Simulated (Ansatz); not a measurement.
`[CH3][In]([F])[I]` + H₂Te → `[CH3][In]([F])[TeH]` + HI at 700 K and 1 bar (ligand exchange at the In–I bond).

Isolated molecules relaxed with PBE0-D4/def2-TZVP in Ansatz; ΔE leaves out vibrations. CCSD(T)/CBS is the MP2 limit (def2-TZVPP, def2-QZVPP) plus CCSD(T) − MP2 in def2-TZVPP, frozen cores. Elements past krypton have def2 core potentials. For I, In, Te outer-core shells are correlated without core-valence functions, which leaves a few kJ/mol of doubt a bond.

| species | CCSD(T)/CBS energy (Eh) | H − E (kJ/mol) | S (J/(mol·K)) |
| --- | --- | --- | --- |
| `[CH3][In]([F])[I]` | -626.99744 | 163.5 | 476.2 |
| H₂Te | -268.91024 | 57.2 | 261.6 |
| `[CH3][In]([F])[TeH]` | -597.86453 | 188.7 | 500.8 |
| HI | -298.03592 | 34.6 | 231.7 |

H − E and S are ideal-gas, rigid-rotor, harmonic terms from PBE0-D4/def2-TZVP. 1 Eh = 2625.50 kJ/mol, R = 8.31446 J/(mol·K).

**Question.** By hand: ΔE, ΔH, ΔS and ΔG.

**Answer.** ΔE = (-597.86453) + (-298.03592) − (-626.99744) − (-268.91024) = 0.00723 Eh = 19.0 kJ/mol. Δ(H − E) = 188.7 + 34.6 − 163.5 − 57.2 = 2.6, so ΔH = 21.6 kJ/mol. ΔS = 500.8 + 231.7 − 476.2 − 261.6 = -5.3 J/(mol·K). ΔG = 21.6 − 700 × (-5.3)/1000 = 25.3 kJ/mol.

**Question.** By hand: the equilibrium constant, and the temperature at which ΔG would vanish if ΔH and ΔS stayed fixed.

**Answer.** log₁₀ K = −ΔG/(RT ln 10) = -1.9. ΔH and −TΔS have one sign here, so there is no such temperature.

The number of gas molecules stays the same, so ΔS is small and ΔH decides. A doubt of 5 kJ/mol in ΔE shifts log₁₀ K by 0.4 here. Modes under 60 cm⁻¹, often nearly free rotors, make the harmonic entropy too high. These are equilibria of isolated gas molecules and say nothing of rates. Largest T1 diagnostic: 0.014 (customary marks: 0.02 for closed shells, 0.045 for open ones).

ΔS is within the doubt of such terms, so its sign, and with it that verdict, could turn.
